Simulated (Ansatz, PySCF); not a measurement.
Cu(NH3)2 (CuH6N2), SMILES [NH3]->[Cu+]<-[NH3], charge +1, multiplicity 1. Atoms are numbered in the order given.

```xyz
9

Cu    -0.0003     0.0000     0.0000
N      0.0000     0.0484     1.9379
H     -0.9071     0.3278     2.3271
H      0.6871     0.7089     2.3172
H      0.2201    -0.8618     2.3565
N      0.0000    -0.0484    -1.9379
H     -0.9071    -0.3278    -2.3271
H      0.6871    -0.7089    -2.3172
H      0.2201     0.8618    -2.3565
```
Charge +1, spin multiplicity 1.

The structure is a stationary point at B3LYP-D3(BJ)/def2-SVP. The multiplicity is an assumed one; other spin states were not compared.

Two levels are set side by side: PBE-D3(BJ)/def2-SVP (Ansatz, a program for electronic structure) and B3LYP-D3(BJ)/def2-SVP (PySCF). Each level has its own optimised geometry; the coordinates shown are those of the second. Frequencies come from the Hessian of PySCF at each geometry. Differences are taken from unrounded values.

| quantity | B3LYP-D3(BJ) |
|---|---|
| mean bond length (Å) | 1.254 |
| bond Cu1–N2 (Å) | 1.939 |
| bond Cu1–N6 (Å) | 1.939 |
| bond N2–H3 (Å) | 1.026 |
| bond N2–H4 (Å) | 1.026 |
| bond N2–H5 (Å) | 1.026 |
| bond N6–H7 (Å) | 1.026 |
| bond N6–H8 (Å) | 1.026 |
| bond N6–H9 (Å) | 1.026 |
| highest harmonic wavenumber (cm⁻¹) | 3531 |
| mean harmonic wavenumber (cm⁻¹) | 1616 |
| zero-point energy (kcal/mol) | 48.52 |

### Question
What does PBE-D3(BJ) give, and how far is it from B3LYP-D3(BJ)? (Estimate from the structure and the level; the computed values follow.)

### Answer

| quantity | PBE-D3(BJ) | PBE-D3(BJ) minus B3LYP-D3(BJ) |
|---|---|---|
| mean bond length (Å) | 1.255 | 0.001 |
| bond Cu1–N2 (Å) | 1.921 | -0.017 |
| bond Cu1–N6 (Å) | 1.921 | -0.017 |
| bond N2–H3 (Å) | 1.033 | 0.008 |
| bond N2–H4 (Å) | 1.033 | 0.008 |
| bond N2–H5 (Å) | 1.033 | 0.008 |
| bond N6–H7 (Å) | 1.033 | 0.008 |
| bond N6–H8 (Å) | 1.033 | 0.008 |
| bond N6–H9 (Å) | 1.033 | 0.008 |
| highest harmonic wavenumber (cm⁻¹) | 3453 | -78 |
| mean harmonic wavenumber (cm⁻¹) | 1581 | -35 |
| zero-point energy (kcal/mol) | 47.48 | -1.04 |
